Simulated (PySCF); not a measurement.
# Correlation energy of Sc⁺ (scandium, charge +1)

[Ar] 3d1 4s1, high-spin 3D determinant. Computed with PySCF 2.14 in Sapporo-DKH3-DZP-2012 (6s5p3d1f, 43 functions), with the spin-free X2C one-electron Hamiltonian (Gaussian nucleus). Frozen: [Ar]; 2 electrons correlated.

Total MP2 correlation energy: -2.42 mhartree.

Same-spin part -2.42 and opposite-spin part 0.00 mhartree; SCS-MP2 scales them by 1/3 and 6/5 to -0.81 mhartree.
